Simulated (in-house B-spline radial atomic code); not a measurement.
Ionising Cd II (Cd+) with different functionals

Computed with a radial B-spline atomic code at the basis-set limit: scalar-relativistic (spin-free X2C) Hamiltonian, Fermi nucleus of rms radius 4.6087 fm, spin-polarised at highest spin, spherical fractional occupations for the functionals, the average over the highest-spin determinants for Hartree-Fock. The ionisation energy is the difference of two self-consistent energies, [Kr] 4d10 5s1 → [Kr] 4d10, without Breit or QED terms; ε is the level of the shell that loses the electron (its least bound occupied spin orbital). There is no spin-orbit coupling in this Hamiltonian.

```json
{"method": "Hartree-Fock", "rung": "Hartree-Fock", "ΔSCF (eV)": "15.57", "-ε(5s) (eV)": "15.72"}
{"method": "HF fractional", "rung": "Hartree-Fock", "ΔSCF (eV)": "15.57", "-ε(5s) (eV)": "15.72"}
{"method": "LDA VWN5", "rung": "LDA", "ΔSCF (eV)": "17.71", "-ε(5s) (eV)": "13.80"}
{"method": "LDA PW92", "rung": "LDA", "ΔSCF (eV)": "17.71", "-ε(5s) (eV)": "13.79"}
{"method": "LDA exchange-only", "rung": "LDA", "ΔSCF (eV)": "?", "-ε(5s) (eV)": "?"}
{"method": "PBE", "rung": "GGA", "ΔSCF (eV)": "17.34", "-ε(5s) (eV)": "13.46"}
{"method": "PBEsol", "rung": "GGA", "ΔSCF (eV)": "17.35", "-ε(5s) (eV)": "13.53"}
{"method": "BLYP", "rung": "GGA", "ΔSCF (eV)": "17.46", "-ε(5s) (eV)": "13.46"}
{"method": "RPBE", "rung": "GGA", "ΔSCF (eV)": "17.19", "-ε(5s) (eV)": "13.33"}
{"method": "PW91", "rung": "GGA", "ΔSCF (eV)": "17.43", "-ε(5s) (eV)": "13.56"}
{"method": "BP86", "rung": "GGA", "ΔSCF (eV)": "17.47", "-ε(5s) (eV)": "13.66"}
{"method": "AM05", "rung": "GGA", "ΔSCF (eV)": "17.31", "-ε(5s) (eV)": "13.49"}
{"method": "OLYP", "rung": "GGA", "ΔSCF (eV)": "17.00", "-ε(5s) (eV)": "13.12"}
{"method": "TPSS", "rung": "meta-GGA", "ΔSCF (eV)": "17.03", "-ε(5s) (eV)": "13.32"}
{"method": "SCAN", "rung": "meta-GGA", "ΔSCF (eV)": "17.32", "-ε(5s) (eV)": "13.89"}
{"method": "r2SCAN", "rung": "meta-GGA", "ΔSCF (eV)": "17.11", "-ε(5s) (eV)": "13.71"}
{"method": "revTPSS", "rung": "meta-GGA", "ΔSCF (eV)": "16.98", "-ε(5s) (eV)": "13.31"}
{"method": "PBE0", "rung": "global hybrid", "ΔSCF (eV)": "?", "-ε(5s) (eV)": "?"}
{"method": "B3LYP", "rung": "global hybrid", "ΔSCF (eV)": "17.35", "-ε(5s) (eV)": "14.20"}
{"method": "TPSSh", "rung": "global hybrid", "ΔSCF (eV)": "16.92", "-ε(5s) (eV)": "13.62"}
{"method": "BHandHLYP", "rung": "global hybrid", "ΔSCF (eV)": "16.85", "-ε(5s) (eV)": "14.90"}
{"method": "r2SCAN0", "rung": "global hybrid", "ΔSCF (eV)": "16.92", "-ε(5s) (eV)": "14.43"}
{"method": "B97-1", "rung": "global hybrid", "ΔSCF (eV)": "16.86", "-ε(5s) (eV)": "13.81"}
{"method": "HSE06", "rung": "range-separated hybrid", "ΔSCF (eV)": "17.06", "-ε(5s) (eV)": "13.85"}
{"method": "wB97X", "rung": "range-separated hybrid", "ΔSCF (eV)": "16.61", "-ε(5s) (eV)": "16.07"}
{"method": "CAM-B3LYP", "rung": "range-separated hybrid", "ΔSCF (eV)": "17.23", "-ε(5s) (eV)": "15.53"}
{"method": "LC-wPBE", "rung": "range-separated hybrid", "ΔSCF (eV)": "16.76", "-ε(5s) (eV)": "16.51"}
```

What does LDA exchange-only give?

ΔSCF 16.72 eV, and -ε(5s) = 12.90 eV.

What does PBE0 give?

ΔSCF 17.01 eV, and -ε(5s) = 14.19 eV.

Among the functionals, which spreads more, the ΔSCF values or the orbital energies?

The orbital energies: ΔSCF values span about 1.11 eV and the orbital energies 3.61 eV.

How do they compare with the NIST value?

NIST lists 16.908 eV (measured, ground level to ground level). Errors run from -1.34 to +0.80 eV; r2SCAN0 is closest (+0.01 eV), but part of that can be cancellation, since the calculations leave out Breit-QED terms. Hartree-Fock also lacks correlation.
